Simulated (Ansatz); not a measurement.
Start from `C#CCNC` and change one atom or group to get `CNC[AsH2]`.

Ansatz, PBE0-D4/def2-TZVP geometries, multiplicity 1. Each molecule was computed in one conformer, which needn't be the lowest.

Scalar relativity is left out up to krypton.

| property | `C#CCNC` |
| --- | --- |
| HOMO energy (PBE0/def2-TZVPP) / eV | -6.77 |
| HOMO energy (B3LYP/def2-TZVPP) / eV | -6.54 |
| HOMO energy (PBE/def2-TZVPP) / eV | -5.33 |
| size of the dipole moment (PBE/def2-TZVPP) / D | 0.48 |
| size of the dipole moment (ωB97M-V/def2-TZVPP) / D | 0.57 |
| LUMO energy (ωB97M-V/def2-TZVPP) / eV | 2.47 |

Problem. Give the same properties after the change, and the shifts. (An estimate is asked.)

Solution. The calculation gave: 
```json
{"property": "HOMO energy (PBE0/def2-TZVPP) / eV", "`CNC[AsH2]`": "-6.56", "shift": "0.21"}
{"property": "HOMO energy (B3LYP/def2-TZVPP) / eV", "`CNC[AsH2]`": "-6.34", "shift": "0.20"}
{"property": "HOMO energy (PBE/def2-TZVPP) / eV", "`CNC[AsH2]`": "-5.17", "shift": "0.16"}
{"property": "size of the dipole moment (PBE/def2-TZVPP) / D", "`CNC[AsH2]`": "1.32", "shift": "0.84"}
{"property": "size of the dipole moment (ωB97M-V/def2-TZVPP) / D", "`CNC[AsH2]`": "1.30", "shift": "0.73"}
{"property": "LUMO energy (ωB97M-V/def2-TZVPP) / eV", "`CNC[AsH2]`": "2.08", "shift": "-0.39"}
```

With PBE0 the HOMO rises by 0.21 eV and the LUMO falls by 0.37 eV, so the gap narrows by about 0.58 eV. PBE moves the HOMO by 0.16 eV and ωB97M-V by 0.25 eV. Dipoles are sizes alone; their direction can turn.

Positive LUMOs are unbound, so they and the gaps depend on the basis.

B3LYP here is the variant with VWN-RPA as its local correlation; programs differ in this.
